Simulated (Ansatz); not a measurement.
`[SiH3][N]([SiH3])[GeH]` + CH₃OH → `C[O][GeH]` + `[SiH3]N[SiH3]` at 298.15 K and 1 bar (ligand exchange at a Ge–N bond).

Calculated with Ansatz (gas phase, PBE0-D4/def2-TZVP geometries, no zero-point term in ΔE). CCSD(T)/CBS is the MP2 limit (def2-TZVPP, def2-QZVPP) plus CCSD(T) − MP2 in def2-TZVPP, frozen cores. This one scheme is used for every species. For Ge outer-core shells are correlated without core-valence functions, which leaves a few kJ/mol of doubt a bond. Scalar relativity is left out up to krypton.

```tsv
species	CCSD(T)/CBS energy (Eh)	H − E (kJ/mol)	S (J/(mol·K))
`[SiH3][N]([SiH3])[GeH]`	-2713.20588	189.0	364.4
CH₃OH	-115.61712	146.3	238.2
`C[O][GeH]`	-2191.71863	140.9	292.9
`[SiH3]N[SiH3]`	-637.10515	192.6	335.6
```

H − E and S are ideal-gas, rigid-rotor, harmonic terms from PBE0-D4/def2-TZVP. 1 Eh = 2625.50 kJ/mol, R = 8.31446 J/(mol·K).

Problem. By hand: ΔE, ΔH, ΔS and ΔG.

Solution. ΔE = (-2191.71863) + (-637.10515) − (-2713.20588) − (-115.61712) = -0.00078 Eh = -2.0 kJ/mol. Δ(H − E) = 140.9 + 192.6 − 189.0 − 146.3 = -1.8, so ΔH = -3.8 kJ/mol. ΔS = 292.9 + 335.6 − 364.4 − 238.2 = 25.9 J/(mol·K). ΔG = -3.8 − 298.15 × (25.9)/1000 = -11.5 kJ/mol.

Problem. By hand: the equilibrium constant, and the temperature at which ΔG would vanish if ΔH and ΔS stayed fixed.

Solution. log₁₀ K = −ΔG/(RT ln 10) = 2.0. ΔH and −TΔS have one sign here, so there is no such temperature.

TΔS isn't small against ΔH here. A doubt of 5 kJ/mol in ΔE shifts log₁₀ K by 0.9 here. Modes under 60 cm⁻¹, often nearly free rotors, make the harmonic entropy too high. These are equilibria of isolated gas molecules and say nothing of rates. Largest T1 diagnostic: 0.016 (customary marks: 0.02 for closed shells, 0.045 for open ones).
